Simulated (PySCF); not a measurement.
Computed shifts of a molecule C₄H₅NSi, PBE/pcSseg-1 in PySCF, GIAO, gas phase, atoms alike by connectivity averaged where their shifts nearly agree, in ppm (number of nuclei): ¹³C: 98.8 (2), 90.7 (1), 86.6 (1). ²⁹Si: -73.4 (1). ¹⁵N: 26.0 (1). ¹H: 5.22 (1), 2.52 (1), 2.43 (1), 0.70 (2). References: ¹³C against TMS (σ = 182.0 ppm); ²⁹Si against TMS (σ = 335.4 ppm); ¹⁵N against NH3 (σ = 267.0 ppm); ¹H against TMS (σ = 31.49 ppm), references at their B3LYP-D3(BJ)/def2-TZVP geometries, non-relativistic. The structure is a stationary point at PBE0-D3(BJ)/def2-SVP. Other conformers were not sampled.

Q: Which structure fits?
(A) C#C[C@@H]([SiH3])C#N
(B) C#C[SiH2]CC#N
(C) C#C[SiH](N)C#C
(D) N#CC1=C[SiH2]C1

A: C, C#C[SiH](N)C#C
